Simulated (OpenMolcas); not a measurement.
Ni2+: moving the ligands

Ni2+ with 6 ligands (fluoride) in octahedral coordination (Oh) at 2 Å. A charge of +0.667 e stands 2.4 Å behind each ligand. Ligand basis ANO-RCC-VDZP.

```json
{
  "Program": "OpenMolcas",
  "Method": "SS-CASPT2, IPEA 0.25 Eh, imaginary shift 0.1 Eh (closed shells correlated: 3s 3p and the ligand valence shells)",
  "Basis": "ANO-RCC-VDZP [5s4p2d1f]",
  "Scalar Hamiltonian": "DKH2, point nucleus",
  "Active space": "8 electrons in 5 orbitals (3d)",
  "State averaging": "2S+1 = 3 even, 10 roots; 2S+1 = 1 even, 15 roots",
  "Spin-orbit coupling": "RASSI with atomic mean-field integrals over the reference wave functions"
}
```

Runs around this geometry, states (labels of O, the rotations of Oh). Energies in cm-1 above the lowest state or level, χT in cm3 K/mol.

```json
{"R (Å)": "1.96", "Ground state": "3A2", "First state of that spin": "3T2 8500", "First gap with spin-orbit (degeneracies)": "8180 (3, 2)", "χT at 300 K": "1.363", "First state of another spin": "1E 14890"}
{"R (Å)": "2", "Ground state": "3A2", "First state of that spin": "3T2 7550", "First gap with spin-orbit (degeneracies)": "7230 (3, 2)", "χT at 300 K": "1.411", "First state of another spin": "1E 14790"}
{"R (Å)": "2.09", "Ground state": "3A2", "First state of that spin": "3T2 5860", "First gap with spin-orbit (degeneracies)": "5530 (3, 2)", "χT at 300 K": "1.532", "First state of another spin": "1E 14470"}
```

Taking the first state of the same spin as R^-n, n = -ln(5860 / 8500) / ln(2.09 / 1.96) = 5.8 between the shortest and longest distance.

Roots that are degenerate in the reference are averaged as groups; the widest CASPT2 spread within a group is 370 cm-1 (the 3-fold group of multiplicity 1 near 19100 cm-1 above the lowest state of its run, R = 2.09). Shifts and gaps below about the spread of the groups concerned are not significant. Over all roots computed the reference weight is 0.70 to 0.71 in R = 1.96, 0.70 to 0.71 in R = 2, 0.70 to 0.71 in R = 2.09; a low but even weight reflects the number of correlated electrons. A single d shell leaves out the double-shell effect, which counts most for late 3d ions, where the CASPT2 field can be off either way by tens of per cent. Ligand-to-metal charge-transfer states are missing. These CASPT2 states fit no ligand-field parameters well, so their order and spin gaps are uncertain. For late 3d ions with one d shell CASPT2 can put B and the spin-flip bands somewhat low as well as high. With one d shell and no ligand orbital active, 10Dq can be off by tens of per cent for divalent 3d ions, low with halides held by bare charges and at times high in hosts, and the orbital part of g and χT goes as 1/10Dq. Free-ion shares, where given, are those of the reference states; single-state CASPT2 does not remix them. No measured value stands beside these numbers; the geometry is a model, was not optimised and need not be the one that this ion takes.
